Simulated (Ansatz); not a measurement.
B₆P₄Cl₆, a halide-capped nanocrystal cut from zinc blende BP (6 Cl on the cations), 16 atoms. Hardware: 4 threads of Arm Neoverse V1 on a shared host.

Correlated methods freeze 56 core orbitals.

(1) How many basis functions does each of these Ansatz runs have, and roughly what does it cost? PBE0-D4/def2-SVP, charge -1 doublet at the geometry of the charge 0 singlet, energy; MP2/def2-SVP, charge 0 singlet, energy, from earlier orbitals; PBE0-D4/def2-SVP, charge 0 singlet, energy and forces, from earlier orbitals; PBE0-D4/def2-SVP, charge 1 doublet, energy, from earlier orbitals; PBE0-D4/def2-SVP, charge 1 doublet at the geometry of the charge 0 singlet, energy; PBE-D4/def2-SVP, charge 0 singlet, energy, from earlier orbitals; PBE-D4/def2-SVP, charge 1 doublet at the geometry of the charge 0 singlet, energy, from earlier orbitals; r2SCAN-D4/def2-SVP, charge 0 singlet, energy, from earlier orbitals; HF/STO-3G, charge 0 singlet, energy; PBE-D4/def2-SVP, charge -1 doublet at the geometry of the charge 0 singlet, energy, from earlier orbitals; B3LYP-D4/6-31G, charge 0 singlet, energy; HF/6-31G, charge 0 singlet, energy.

## Answers

(1) Other jobs shared the machine, so times can vary by a factor of up to 3. A dash marks memory too small to be measured apart from the calling script's.

```csv
run,functions,fitting or Cholesky vectors,wall time,peak host memory (GiB)
"HF/STO-3G, charge 0 singlet, energy",120,1421,3 s,–
"HF/6-31G, charge 0 singlet, energy",184,2156,8 s,0.95
"PBE-D4/def2-SVP, charge 0 singlet, energy, from earlier orbitals",264,2922,11 s,0.73
"B3LYP-D4/6-31G, charge 0 singlet, energy",184,2156,13 s,1
"PBE-D4/def2-SVP, charge -1 doublet at the geometry of the charge 0 singlet, energy, from earlier orbitals",264,2922,22 s,0.84
"MP2/def2-SVP, charge 0 singlet, energy, from earlier orbitals",264,2457,22 s,1.3
"PBE0-D4/def2-SVP, charge 0 singlet, energy and forces, from earlier orbitals",264,2457,24 s,1.3
"r2SCAN-D4/def2-SVP, charge 0 singlet, energy, from earlier orbitals",264,2922,25 s,0.79
"PBE-D4/def2-SVP, charge 1 doublet at the geometry of the charge 0 singlet, energy, from earlier orbitals",264,2922,28 s,0.86
"PBE0-D4/def2-SVP, charge 1 doublet, energy, from earlier orbitals",264,2453,43 s,1.9
"PBE0-D4/def2-SVP, charge -1 doublet at the geometry of the charge 0 singlet, energy",264,2457,47 s,2.1
"PBE0-D4/def2-SVP, charge 1 doublet at the geometry of the charge 0 singlet, energy",264,2457,76 s,2.1
```
